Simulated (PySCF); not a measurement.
Molecule: SMILES [SiH3]c1cccc([SiH3])c1 (C6H10Si2), singlet. Atoms near the plane z = 0.0 Å, at the GFN2-xTB optimised geometry (x, y, z in Å): Si1 (-2.2, 2.0, 0.0), C2 (-1.3, 0.3, 0.0), C3 (-2.0, -0.9, 0.0), C4 (-1.3, -2.1, 0.0), C5 (0.1, -2.1, 0.0), C6 (0.8, -0.9, 0.0), Si7 (2.7, -0.9, 0.0), C8 (0.1, 0.3, 0.0), H10 (-3.2, 2.0, 1.1), H11 (-1.2, 3.1, 0.2), H12 (-3.1, -0.9, 0.0), H13 (-1.9, -3.0, 0.0), H14 (0.6, -3.1, 0.0), H15 (3.2, -2.3, 0.1), H18 (0.7, 1.2, 0.0).

Level of theory: CAM-B3LYP/def2-SVP run with PySCF. Cells within 0.4 Å of a nucleus heavier than hydrogen are left out (blank, or x). The values are rescaled to run from 0 to 1.

```
|00000000000000000000000000000|
|00000000000000000000000000000|
|00000000002310000000000000000|
|00000000048996000000000000000|
|00000000289999600000000000000|
|00000000499999800000000000000|
|00000011599999600000000000000|
|00001221159999100000000000000|
|00001340642982003520000000000|
|00002441xx0420089980000000000|
|00002440631610699980000000000|
|00001221169832899960000000000|
|00000001698466599810011100000|
|0000000026xx78xx6200123210000|
|00001442385x77xx7322124420000|
|00039999669734797685010320000|
|00089999xx240043xx93xx4110000|
|000799995x761166x3945x2120000|
|00038996589555698575004972000|
|0000111026xx87xx6212799997100|
|0000000058xx87xx7301999999300|
|00000006999755899900899999400|
|00000039999812999920399998100|
|00000049999700899930079982000|
|00000018999300599920003200000|
|00000001674000168500000000000|
|00000000000000000000000000000|
|00000000000000000000000000000|
|00000000000000000000000000000|
```
Scale: ten equal steps from 0.000 (start of '0') to 1.00 (end of '9'), in the order '0123456789'; x runs from -5.50 to 5.50, y from -5.50 (bottom) to 5.50 (top).

Which quantity is mapped?
(A) an orbital amplitude
(B) log10 of the electron density
(C) Laplacian of the electron density
(D) electron localisation function

D, electron localisation function
